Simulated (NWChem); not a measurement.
System: BSiNH₆O₂; SMILES OB(O)N[SiH3]

Excerpt of the output:

```
             Northwest Computational Chemistry Package (NWChem) 7.3.0
             --------------------------------------------------------

                             Geometry "geometry" -> ""
                             -------------------------

 Output coordinates in angstroms (scale by  1.889725989 to convert to a.u.)

  No.       Tag          Charge          X              Y              Z
 ---- ---------------- ---------- -------------- -------------- --------------
    1 Si                  14.0000    -0.00564100    -1.79784100    -0.00209400
    2 N                    7.0000    -0.75149800    -0.21421900    -0.00242500
    3 B                    5.0000    -0.01457400     1.00957400    -0.00038700
    4 O                    8.0000     1.34903900     0.90894700     0.00070900
    5 O                    8.0000    -0.57498200     2.26201400     0.00072900
    6 H                    1.0000     0.82739400    -2.03446000     1.21395600
    7 H                    1.0000     0.84445400    -2.02562300    -1.20776800
    8 H                    1.0000    -1.12824000    -2.78600100    -0.01314900
    9 H                    1.0000    -1.76335600    -0.18519000    -0.00220300
   10 H                    1.0000     1.77126400     1.77262100     0.00189500
   11 H                    1.0000    -1.53472600     2.26466200     0.00007800

 Effective nuclear repulsion energy (a.u.)     220.9628615403

  pbe96 is a nonlocal functional; adding pw91lda local functional.
                              NWChem Property Module
                              ----------------------

  itol2e modified to match energy
  convergence criterion.

                                 NWChem DFT Module
                                 -----------------

 Summary of "ao basis" -> "ao basis" (spherical)
 ------------------------------------------------------------------------------
       Tag                 Description            Shells   Functions and Types
 ---------------- ------------------------------  ------  ---------------------
 Si                         cc-pvtz                 12       34   5s4p2d1f
 N                          cc-pvtz                 10       30   4s3p2d1f
 B                          cc-pvtz                 10       30   4s3p2d1f
 O                          cc-pvtz                 10       30   4s3p2d1f
 H                          cc-pvtz                  6       14   3s2p1d

  itol2e modified to match energy
  convergence criterion.

[...]

          -----------------------
          Electric field gradient
          -----------------------

 1 a.u. = 0.324123 10**(16) esu/cm**3  ( or statvolts/cm**2 ) = 0.97174 10**(22) v/m**2

 ------------------------------------------------------------
   Atom      X         Y         Z
 ------------------------------------------------------------
    1 Si  -0.01066  -3.39743  -0.00396
 ------------------------------------------------------------

 Electric field gradient in molecular frame (a.u.)
         XX             YY             ZZ             XY             XZ             YZ
 ------------------------------------------------------------------------------------------
        0.103389      -0.233463       0.130074       0.028690      -0.000490      -0.001255

 Principal components (a.u.) and orientation
 of principal axis w.r.t. absolute frame                      Asymmetry parameter eta
 --------------------------------------------------------------------------------------
       -0.235893       0.130093       0.105800                       0.102980

       -0.084256      -0.024099       0.996153
        0.996439      -0.005354       0.084150
        0.003305       0.999695       0.024465

 ------------------------------------------------------------
   Atom      X         Y         Z
 ------------------------------------------------------------
    2 N   -1.42013  -0.40482  -0.00458
 ------------------------------------------------------------

 Electric field gradient in molecular frame (a.u.)
         XX             YY             ZZ             XY             XZ             YZ
 ------------------------------------------------------------------------------------------
       -0.483843      -0.121380       0.605222       0.056922      -0.000065       0.000136

 Principal components (a.u.) and orientation
 of principal axis w.r.t. absolute frame                      Asymmetry parameter eta
 --------------------------------------------------------------------------------------
        0.605223      -0.492572      -0.112651                       0.627738

       -0.000050       0.988445       0.151578
        0.000183      -0.151578       0.988445
        1.000000       0.000077      -0.000173

 ------------------------------------------------------------
   Atom      X         Y         Z
 ------------------------------------------------------------
    3 B   -0.02754   1.90782  -0.00073
 ------------------------------------------------------------

 Electric field gradient in molecular frame (a.u.)
         XX             YY             ZZ             XY             XZ             YZ
 ------------------------------------------------------------------------------------------
        0.130258       0.125593      -0.255851       0.031961       0.000325       0.000436

 Principal components (a.u.) and orientation
 of principal axis w.r.t. absolute frame                      Asymmetry parameter eta
 --------------------------------------------------------------------------------------
       -0.255852       0.159972       0.095879                       0.250509

       -0.000751       0.732385      -0.680890
       -0.001080       0.680889       0.732386
        0.999999       0.001285       0.000279

 ------------------------------------------------------------
   Atom      X         Y         Z
 ------------------------------------------------------------
    4 O    2.54931   1.71766   0.00134
 ------------------------------------------------------------

[...]
```

Level: PBE/cc-pVTZ. All runs use the structure optimised with PBE0/def2-SVP. NWChem prints the field gradient with the sign opposite to the second derivative of the potential.

Problem. Which NWChem input produces such a log?

Solution. One answer among several that fit: the input that was run:
```
start job
memory heap 200 mb stack 900 mb global 1100 mb
geometry units angstroms noautosym nocenter noautoz
  Si    -0.005641    -1.797841    -0.002094
  N     -0.751498    -0.214219    -0.002425
  B     -0.014574     1.009574    -0.000387
  O      1.349039     0.908947     0.000709
  O     -0.574982     2.262014     0.000729
  H      0.827394    -2.034460     1.213956
  H      0.844454    -2.025623    -1.207768
  H     -1.128240    -2.786001    -0.013149
  H     -1.763356    -0.185190    -0.002203
  H      1.771264     1.772621     0.001895
  H     -1.534726     2.264662     0.000078
end
basis spherical
  * library cc-pvtz
end
dft
  xc xpbe96 cpbe96
  iterations 150
  semidirect filesize 400000000
end
property
  efieldgrad
end
task dft property
```
